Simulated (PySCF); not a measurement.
## Core-level binding energies of `N[Si](F)(F)[SiH3]`

F2H5NSi2.
Bonds: N1–Si2, Si2–F3, Si2–F4, Si2–Si5. Hydrogens: H6, H7 on N1; H8, H9, H10 on Si5.

Method used: delta-SCF UKS SCAN, pcX-2 on the ionised atom, pcseg-1 elsewhere, spin-free X2C in PySCF. Vertical ΔSCF values, vacuum level as zero.

**Question.** Give the core binding energies atom by atom.

**Answer.** 
```tsv
atom(s)	environment	level	binding energy (eV)	2p1/2 (eV)	above the level's lowest (eV)	count
N1	silicon-bound nitrogen	N 1s	405.24	–	0.00	1
Si2	fluorine-bound silicon	Si 2p3/2	108.54	109.17	+1.43	1
Si2	fluorine-bound silicon	Si 1s	1848.74	–	+2.01	1
F3/F4	silicon-bound fluorine	F 1s	692.29	–	0.00	2
Si5	SiH3 silicon	Si 2p3/2	107.11	107.73	0.00	1
Si5	SiH3 silicon	Si 1s	1846.73	–	0.00	1
```

Lowest listed Si 1s: Si5, bonded to 3 H and Si. Highest, 2.01 eV above it: Si2, bonded to 2 F, N and Si.

Lowest listed Si 2p3/2: Si5, bonded to 3 H and Si. Highest, 1.43 eV above it: Si2, bonded to 2 F, N and Si. Summing the Pauling electronegativity differences to the bonded atoms, each weighted by its formal bond order, gives +0.90 for the lowest site and +5.30 for the highest.

**Question.** Which photon energy gives electrons from F 1s of F3/F4 a kinetic energy of 150 eV, and what is their de Broglie wavelength?

**Answer.** hν = 692.29 + 150 = 842.29 eV, recoil neglected; λ = 12.264 Å/√(E/eV) = 1.00 Å.

**Question.** What is the longest wavelength that can ionise F 1s of F3/F4 vertically?

**Answer.** λ = hc/E = 12398.42 eV Å / 692.29 eV = 17.909 Å.

One atom of each set of topologically equivalent atoms was ionised and stands for the set; in this conformer not all members are related by symmetry, and their own values weren't computed. 2p3/2 and 2p1/2 are the ΔSCF energy of one spin-free 2p hole plus the eigenvalues of a spin–orbit and ligand-field matrix of the shell. 2p1/2 minus 2p3/2 (ligand field included): Si 0.63 eV (mean over sites). Isolated species at its GFN2-xTB geometry (one conformer only).

Hardware: one thread of an Arm Neoverse V2, no GPU (shared host). Cost: 22 s, 0.52 GiB resident at most.

Shape of the structure used: `[NH2:1][Si:2]([F:3])([F:4])[SiH3:5]`: H–N1–Si2–F3 -170°, H–N1–Si2–F3 41°.
